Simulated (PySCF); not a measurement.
C6H7NO.
Bonds: C1–O2, O2–C3, C3–C4 (aromatic), C4–C5 (aromatic), C5–C6 (aromatic), C6–N7 (aromatic), N7–C8 (aromatic), C3–C8 (aromatic). Hydrogens: H9, H10, H11 on C1; H12 on C4; H13 on C5; H14 on C6; H15 on C8.

The same species was optimised twice, with GFN2-xTB and with PBE0-D3(BJ)/def2-SVP (PySCF), and the same property calculations (PySCF, gas phase) were run on both structures.

```csv
coordinate,GFN2-xTB,PBE0-D3(BJ)/def2-SVP,change
O2–C3 (Å),1.358,1.345,-0.013
N7–C8 (Å),1.321,1.331,+0.010
C5–C6 (Å),1.389,1.398,+0.009
C3–C8 (Å),1.394,1.403,+0.009
C6–N7 (Å),1.319,1.326,+0.007
C1–O2 (Å),1.408,1.402,-0.006
C4–C5 (Å),1.380,1.386,+0.006
C3–C4 (Å),1.397,1.400,+0.003
O2–C3–C8 (°),125.7,124.9,-0.8
C4–C3–C8 (°),117.6,118.0,+0.4
O2–C3–C4 (°),116.7,117.1,+0.4
C3–C4–C5 (°),119.1,118.7,-0.4
C4–C5–C6 (°),118.5,118.8,+0.3
C1–O2–C3 (°),118.4,118.7,+0.3
C6–N7–C8 (°),119.1,118.9,-0.2
C5–C6–N7 (°),122.8,122.7,-0.1
C1–O2–C3–C4 (°),180,-179,+1
```

Rotational constants: A = 5223, B = 1606, C = 1238 MHz (GFN2-xTB) against A = 5168, B = 1610, C = 1237 MHz (PBE0-D3(BJ)/def2-SVP). Point groups within 0.08 Å: Cs and Cs. Atoms that the bonding makes alike are paired by their places after alignment.

On the GFN2-xTB structure: HOMO (eV) -6.84 [PBE0/pcSseg-1]; LUMO (eV) -0.70 [PBE0/pcSseg-1]; dipole (D) 1.83 [PBE0/pcSseg-1]; GIAO shielding of C1 (ppm) 130.6 [PBE0/pcSseg-1]; GIAO shielding of O2 (ppm) 238.6 [PBE0/pcSseg-1]; GIAO shielding of C3 (ppm) 25.0 [PBE0/pcSseg-1]; GIAO shielding of C4 (ppm) 56.3 [PBE0/pcSseg-1]; GIAO shielding of C5 (ppm) 58.1 [PBE0/pcSseg-1]; GIAO shielding of C6 (ppm) 39.0 [PBE0/pcSseg-1]; GIAO shielding of N7 (ppm) -96.2 [PBE0/pcSseg-1]; GIAO shielding of C8 (ppm) 51.2 [PBE0/pcSseg-1].

What do these properties become on the PBE0-D3(BJ)/def2-SVP structure?

```tsv
property	level	on GFN2-xTB	on PBE0-D3(BJ)/def2-SVP	change
HOMO (eV)	PBE0/pcSseg-1	-6.84	-6.82	+0.02
LUMO (eV)	PBE0/pcSseg-1	-0.70	-0.75	-0.05
dipole (D)	PBE0/pcSseg-1	1.83	1.90	+0.07
energy, GFN2-xTB geometry as zero (kcal/mol)	PBE0/pcSseg-1	0.0	-0.2	-0.2
GIAO shielding of C1 (ppm)	PBE0/pcSseg-1	130.6	130.1	-0.5
GIAO shielding of O2 (ppm)	PBE0/pcSseg-1	238.6	239.0	+0.4
GIAO shielding of C3 (ppm)	PBE0/pcSseg-1	25.0	25.0	0.0
GIAO shielding of C4 (ppm)	PBE0/pcSseg-1	56.3	55.6	-0.7
GIAO shielding of C5 (ppm)	PBE0/pcSseg-1	58.1	55.6	-2.5
GIAO shielding of C6 (ppm)	PBE0/pcSseg-1	39.0	37.0	-2.0
GIAO shielding of N7 (ppm)	PBE0/pcSseg-1	-96.2	-101.4	-5.2
GIAO shielding of C8 (ppm)	PBE0/pcSseg-1	51.2	49.1	-2.1
```

The heavy atoms differ by 0.010 Å rms after alignment. Among bonds between heavy atoms O2–C3 changes most (-0.013 Å). Changes are differences of the printed values. Neither structure is proved a minimum here.

Shape of the structure used: `[CH3:1][O:2][c:3]1[cH:4][cH:5][cH:6][n:7][cH:8]1`: C1–O2–C3–C4 -179°.
